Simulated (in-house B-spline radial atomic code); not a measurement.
## PBE0 excitations of Ti4+

Method: PBE0. Computed with an all-electron radial atomic-structure program (B-spline basis): linear response of the closed shell [Ne] 3s2 3p6 with the functional's adiabatic kernel; non-relativistic, point nucleus, no spin-orbit coupling, no double excitations, S, P, D and F terms only. Only terms of natural parity with L up to 3 were computed.

Command:
```bash
python run_td.py task.json out
```
Settings (radii: box in bohr, nucleus in fm):
```
Z                        22
electrons                18
configuration            [Ne] 3s2 3p6
hamiltonian              nr
method                   pbe0
box_radius               19.1
intervals                53
```

Run time, properties included: 0.8 s on 1 thread of Arm Neoverse N1, on a shared host.

The lowest states, in the order of their Tamm-Dancoff energies; the method's threshold (minus the highest occupied level) is 92.19 eV. Labels give the largest channel, * marks a mixed state, and oscillator strengths are full-response dipole values. Semilocal kernels can invert the small singlet-triplet splittings of Rydberg terms. Energies in eV:

```csv
state,full response,Tamm-Dancoff,oscillator strength
3p → 3d 3P,33.90,34.03,-
3p → 3d 3F,34.40,34.62,-
3p → 3d 1F,37.87,37.88,-
3p → 3d 1P,48.54,50.62,4.26
3p → 4s 3P,?,?,-
3p → 4s 1P,53.58,53.71,0.125
3p → 4p 3S,58.45,58.48,-
3p → 4p 3D,59.11,59.13,-
3p → 4p 1D,?,?,-
3s → 3d 3D,60.57,60.62,-
3p → 4p 1S,62.25,62.46,-
3s → 3d 1D,64.64,64.76,-
3p → 4d 3P,68.61,68.62,-
3p → 4d 3F,68.79,68.80,-
3p → 4d 1F,69.09,69.09,-
3p → 4d 1P,69.96,70.20,3e-06
```

**Question.** Where does 3p → 4p 1D lie?

**Answer.** At 59.65 eV in full response, 59.65 eV in Tamm-Dancoff.

**Question.** Where does 3p → 4s 3P lie?

**Answer.** At 52.80 eV in full response, 52.81 eV in Tamm-Dancoff.

**Question.** How large is the singlet-triplet splitting of 3p → 3d (F terms) in Tamm-Dancoff?

**Answer.** 3.26 eV, from the unrounded values.

**Question.** What polarisabilities and dispersion coefficient does the method give?

**Answer.** Dipole 1.493 bohr³, quadrupole 1.961 bohr⁵, C6 3.243 hartree·bohr⁶ for two such species.
